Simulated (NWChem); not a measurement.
SnI2, singlet; SMILES [I][Sn][I]

```xyz
3

Sn     0.0000     0.0000     1.1874
I      2.1161     0.0000    -0.5610
I     -2.1161     0.0000    -0.5610
```
Atoms are numbered in this order, from 1.

Level: PBE0/def2-SVP with def2 effective core potentials on Sn, I (NWChem), optimised geometry, unscaled harmonic frequencies. Low-valent species are run as closed-shell singlets; no triplet was tried in these runs. def2 effective core potentials on Sn, I; no spin-orbit coupling.

**Question.** List the harmonic frequencies with IR intensities, and the thermochemistry.

**Answer.** 
```
frequency (cm⁻¹)  IR intensity (km/mol)
----------------  ---------------------
59                                  0.3
194                                48.9
195                                15.4
```

```yaml
zero_point_energy: 0.6 kcal/mol
thermal correction to the enthalpy at 298.15 K (with zero-point energy): 4.2 kcal/mol
heat capacity Cv: 11.6 cal/(mol K)
entropy at 298.15 K and 1 atm (symmetry number 2): 82.3 cal/(mol K)
```

Rigid rotor and harmonic oscillator; modes under 100 cm⁻¹ make the entropy uncertain.
